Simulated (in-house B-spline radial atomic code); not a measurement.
Radial electron density of the cadmium ion Cd¹⁰⁺, [Kr] 4d2. Level of theory: non-relativistic Hartree-Fock, average of configuration, point nucleus; calculated with a B-spline radial code for spherical atoms.

Columns: r (bohr), 4πr²n(r) (electrons per bohr), bar.

```
 0.00159    2.119 #
 0.00193    3.021 ##
 0.00234     4.27 ##
 0.00283    5.959 ###
 0.00343    8.264 #####
 0.00416    11.33 #######
 0.00503    15.25 #########
  0.0061    20.24 ############
 0.00739    26.27 ###############
 0.00895    33.21 ###################
  0.0108    40.57 #######################
  0.0131    48.05 ############################
  0.0159    54.51 ################################
  0.0193    58.83 ##################################
  0.0233    60.14 ###################################
  0.0283    58.48 ##################################
  0.0342    55.12 ################################
  0.0415    52.46 ##############################
  0.0502    53.49 ###############################
  0.0608     59.6 ##################################
  0.0737    68.94 ########################################
  0.0892     76.1 ############################################
   0.108    75.65 ############################################
   0.131    66.73 #######################################
   0.159    55.88 ################################
   0.192    52.27 ##############################
   0.233    57.54 #################################
   0.282    62.61 ####################################
   0.341    56.77 #################################
   0.414    39.75 #######################
   0.501     23.4 ##############
   0.607    16.42 #########
   0.735    16.29 #########
    0.89    15.03 #########
    1.08    9.964 ######
    1.31    4.443 ###
    1.58    1.341 #
    1.92   0.2394 
    2.32  0.02667 
    2.81 0.001585 
    3.41 4.405e-05
```

On this grid the curve has 3 maxima, near 0.0233, 0.0892, 0.282 bohr.

The 4d radial function P(r) = rR(r), positive near the nucleus:

```
r (bohr)         P
  0.0108  0.001448
  0.0159  0.004269
  0.0233   0.01199
  0.0342   0.03214
  0.0502    0.0801
  0.0737    0.1801
   0.108    0.3484
   0.159    0.5474
   0.233    0.6075
   0.341     0.298
   0.501   -0.4118
   0.735    -1.053
    1.08    -1.028
    1.58   -0.4834
    2.32  -0.08945
    3.41  -0.00437
```
